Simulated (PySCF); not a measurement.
Some computed properties have been withheld. Give your best values.

C6H12Si.
Z-matrix (Å and degrees, GFN2-xTB geometry), rows numbered from 1:
```
C 
C   1  1.5244
Si  2  1.9047  1  112.78
C   3  1.9096  2  113.10  1  -173.76
C   4  1.4989  3  104.05  2   116.50
C   5  1.3210  4  119.21  3     1.01
C   6  1.4997  5  119.16  4     0.01
H   1  1.0875  2  110.74  3    59.33
H   1  1.0872  2  110.47  3   -60.39
H   1  1.0890  2  110.98  3   179.53
H   2  1.0908  1  108.86  3   121.80
H   2  1.0917  1  108.99  3  -122.45
H   3  1.4726  2  110.76  1    58.70
H   4  1.0913  3  113.99  2    -3.26
H   4  1.0907  3  112.95  2  -124.68
H   5  1.0811  4  118.43  3  -179.05
H   6  1.0811  5  122.40  4   179.97
H   7  1.0915  3  114.02  2     3.81
H   7  1.0910  3  113.10  2   125.27
```

```tsv
property	level	value
point group of the GFN2-xTB geometry	GFN2-xTB	C1
rotational constants A, B, C of the GFN2-xTB geometry	GFN2-xTB	?
dipole moment	PBE0/def2-SVPD	?
HOMO energy	PBE0/def2-SVPD	-6.94 eV
LUMO energy	PBE0/def2-SVPD	?
lowest singlet excitation	TDDFT PBE0/def2-SVPD	6.55 eV (189 nm, f = 0.003)
strongest line among the 6 lowest singlet transitions	TDDFT PBE0/def2-SVPD	S4 at 7.16 eV (173 nm, f = 0.108)
lowest triplet excitation (Tamm–Dancoff)	TDA PBE0/def2-SVPD	?
static isotropic polarisability	PBE0/def2-SVPD	?
electronic spatial extent ⟨r²⟩ about the centre of nuclear charge	PBE0/def2-SVPD	?
13C chemical shifts (computed TMS as zero) by class	GIAO PBE0/pcSseg-1	138.3 (C5/C6), 18.9 (C4/C7), 10.9 (C1), 9.6 (C2) ppm
1H chemical shifts (computed TMS as zero) by class	GIAO PBE0/pcSseg-1	6.09 (H16/H17), 4.53 (H13), 1.72 (H15/H19), 1.51 (H14/H18), 1.15 (H8/H9/H10), 0.78 (H11/H12) ppm
isotropic shieldings of nuclei other than C and H, by class	GIAO PBE0/pcSseg-1	351 (Si3) ppm
```

Gas-phase values; electronic properties from PySCF, density fitting. The structure is a single GFN2-xTB conformer in the gas phase; no vibrational or solvent corrections. NMR classes are plain means over equivalent atoms (diastereotopic ones count apart unless rotation or inversion swaps them), as if these changed places fast; in this geometry the members of some classes differ.

(1) Give the electronic spatial extent ⟨r²⟩ about the centre of nuclear charge.

(2) Give the rotational constants A, B, C of the GFN2-xTB geometry.

(3) The lowest triplet excitation (Tamm–Dancoff)?

(4) Give the static isotropic polarisability.

(5) The LUMO energy?

(6) What is the dipole moment?

## Answers

(1) 1101 bohr².

(2) 4.328, 1.382, 1.185 GHz.

(3) 4.44 eV.

(4) 93.8 au.

(5) 0.70 eV.

(6) 0.56 D.

The principal polarisabilities are 77.9, 95.8 and 107.8 au; their mean is the isotropic value. The dipole matches unit charges of opposite sign 0.12 Å apart (1 e·Å = 4.8032 D). No computed singlet falls in the visible range (750 to 380 nm, 1.65 to 3.26 eV); S1 lies 3.29 eV above its blue end. The 6 singlets span 6.55 to 7.50 eV, and their oscillator strengths add up to 0.17.

For the TDDFT job (PBE0/def2-SVPD), hardware: one thread, Arm Neoverse V1 (aarch64), no GPU, on a shared host. Cost: 41 s, 0.98 GiB resident at most.
